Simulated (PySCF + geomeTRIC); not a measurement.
A geometry relaxed with PBE0-D3(BJ)/def2-TZVP (PySCF + geomeTRIC), charge 0, multiplicity 1:

```xyz
9

O     -0.4394    -0.9186     1.2564
O     -1.3197     0.1861    -0.9394
O      0.5180     1.5137     0.3574
H      0.2655    -1.3513     1.7401
H      1.8275    -0.2137    -1.2785
O      1.2717    -0.7478    -0.7096
H     -1.9027    -0.5718    -1.0011
Si     0.0078     0.0084    -0.0088
H     -0.1628     2.1708     0.5078
```

Task: Write the SMILES of this molecule.

Result: `O[Si](O)(O)O`
